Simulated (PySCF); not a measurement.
Ligands exchanged one at a time, Sn OCH3-SiH3. Gas-phase values, no solvent. One relaxed conformer stands for each flexible species; it need not be the lowest. Strings in code marks are SMILES. In the def2 sets, heavy atoms carry core potentials. All members: neutral, multiplicity 1. Level: PBE0-D4/def2-TZVP // PBE0-D4/def2-SVP (PySCF). Delta-SCF ions had no search for a lower state.  The removal energy is E(N − 1 electrons) − E(N electrons) at the parent's geometry; ε(HOMO) is measured against the vacuum level.

| species | −ε(HOMO) (eV) | vertical ionisation energy (Delta-SCF) (eV) |
|---|---|---|
| `C[O][Sn]([SiH3])([SiH3])[SiH3]` (C–O–Sn–Si torsion 61°) | 7.05 | 8.63 |
| `C[O][Sn]([SiH3])([SiH3])[O]C` (C–O–Sn–Si torsion 45°, Si–Sn–O–C torsion -179°) | 7.38 | withheld |
| `C[O][Sn]([SiH3])([O]C)[O]C` | 7.49 | 9.13 |
| `[SiH3][Sn]([SiH3])([SiH3])[SiH3]` | 7.61 | 9.12 |
| `C[O][Sn]([O]C)([O]C)[O]C` | 7.95 | 9.58 |

**Question.** Fit vertical ionisation energy (Delta-SCF) = a + b·x to the 4 complete rows by least squares, with x = −ε(HOMO) in eV. Give a, b and the rms residual, and predict the withheld value.

**Answer.** Means of the 4 rows: x̄ = 7.525, ȳ = 9.115 eV. Σ(x − x̄)² = 0.4147 and Σ(x − x̄)(y − ȳ) = 0.4279, so b = 1.032 and a = ȳ − b·x̄ = 1.349 eV. The rms residual is 0.050 eV. At x = 7.38 the line gives 8.97 eV. The run for `C[O][Sn]([SiH3])([SiH3])[O]C` (C–O–Sn–Si torsion 45°, Si–Sn–O–C torsion -179°) gave 8.97 eV, so the line is off by 0.00 eV, within twice the rms residual.

Codes: PySCF.
